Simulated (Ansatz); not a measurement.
This geometry of AlFH3NSSi (8 atoms, charge 0, multiplicity 1) is a first-order saddle point.

The calculation used Ansatz, UKS PBE0-D4/def2-SVP.

```xyz
8
Properties=species:S:1:pos:R:3
N 0.426 1.485 0.481
Si 0.430 -0.173 0.056
F 2.011 -0.544 -0.068
Al -1.088 -1.864 0.945
S -0.681 -0.913 -1.560
H 1.091 2.106 0.032
H -0.449 1.955 0.679
H -1.648 -2.110 -0.620
```

(1) Which two structures does it join? (They come from a converged band through this point; their orientation in space is the band's.)

(2) How far does it lie above each of them?

## Answers

(1) Bonds broken: Al4–H8. Bonds formed: S5–H8.

Image 0:

```xyz
8
Properties=species:S:1:pos:R:3
N 0.459 1.544 0.538
Si 0.504 -0.087 0.040
F 2.097 -0.404 -0.064
Al -1.110 -1.741 -0.018
S -0.473 -0.691 -1.838
H 1.190 2.187 0.248
H -0.417 2.013 0.733
H -2.158 -2.878 0.304
```

Image 8:

```xyz
8
Properties=species:S:1:pos:R:3
N 0.270 1.483 0.243
Si 0.244 -0.216 0.496
F 1.715 -0.903 0.240
Al -1.860 -1.448 1.265
S -0.905 -0.879 -1.340
H 0.675 1.912 -0.584
H 0.302 2.104 1.043
H -0.349 -2.111 -1.418
```

(2) 41.3 kcal/mol above the first and 17.9 kcal/mol above the second. This is the barrier of this one path; another mechanism may lie lower. The orbitals stay closed-shell, which can raise the energy where a bond breaks towards radicals; this wasn't checked here.

Run time: 6 min on 2 threads of Arm Neoverse V2 (shared host), peak memory 0.31 GiB.
